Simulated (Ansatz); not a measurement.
Ideal-gas functions of CCl2InN, SMILES `N#[C][In]([Cl])[Cl]` at 600 K and 1 bar, from an Ansatz frequency run at PBE0-D4/def2-TZVP.

Molar mass 211.74 g/mol, point group C2v (symmetry number 2), electronic degeneracy 1, moments of inertia 274.584, 295.727, 570.31 u Å². Harmonic wavenumbers (cm⁻¹, unscaled): 70, 88, 92, 231, 263, 364, 401, 432, 2319.

Use S(trans) = R[1.5 ln M + 2.5 ln T − 1.1517]; rotational temperatures θ = 24.2544 K / I; S(rot) = R[ln(√π/σ · √(T³/θAθBθC)) + 1.5]; for each mode x = 1.438777 ν̃/T, S = R[x/(eˣ − 1) − ln(1 − e⁻ˣ)] and H = RT x/(eˣ − 1); 1 cm⁻¹ = 0.0119627 kJ/mol; R = 8.31446 J/(mol·K).

Problem. By hand: the entropy, in J/(mol·K).

Solution. Translation 190.2. Rotation: θ = 0.0883, 0.082, 0.0425 K, giving 124.9. Vibration, mode by mode: 23.16, 21.27, 20.90, 13.33, 12.28, 9.70, 8.95, 8.38, 0.21, in all 118.2. Electronic 0.0. Sum 433.3 J/(mol·K).

Problem. By hand: H − E and G − E in kJ/mol, counted from the electronic energy.

Solution. Zero-point energy ½ × 4260 × 0.0119627 = 25.5; thermal vibration 29.9; translation, rotation and pV give 4 RT = 20.0. H − E = 75.4 kJ/mol, and G − E = 75.4 − 600 × 433.3/1000 = -184.6 kJ/mol.

Vibration gives 27 % of the entropy, 65.3 J/(mol·K) of it from the modes under 150 cm⁻¹: soft modes count most, and the harmonic formula is weakest for them.
